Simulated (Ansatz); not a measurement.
Species: sum formula Si2H4Cl, charge -1, multiplicity 1. It need not be the lowest isomer of its formula. Whether it binds its extra electron was not tested at this geometry. 
Geometry from a B3LYP-D3(BJ)/def2-TZVP (Ansatz, a first-principles code) optimisation:
```
Si
H 1 1.5027
H 1 1.5033 2 103.03
H 1 1.5081 2 102.81 3 -107.40
Si 1 2.3919 2 113.78 3 132.08
H 5 1.5339 1 90.32 2 -170.51
Cl 5 2.2595 6 95.69 1 -95.61
```
Charge -1, spin multiplicity 1.

Basis-set convergence of Hartree-Fock and CCSD correlation energies (hartree) with Ansatz. Correlated levels leave the core frozen unless marked. No spin-orbit coupling. Non-relativistic. This anion needs diffuse functions, which these sets lack.

| basis | functions | E(HF) | E(corr, CCSD) |
|---|---|---|---|
| cc-pV(D+d)Z | 89 | -1039.74905 | -0.40127 |
| cc-pV(T+d)Z | 173 | -1039.78825 | -0.50772 |
| cc-pV(Q+d)Z | 312 | -1039.79941 | -0.54235 |
| cc-pV(5+d)Z | 520 | (withheld) | (withheld) |

### Question
Some entries are withheld; supply them.

### Answer

- cc-pV(5+d)Z, E(HF): -1039.80163
- cc-pV(5+d)Z, E(corr, CCSD): -0.55351
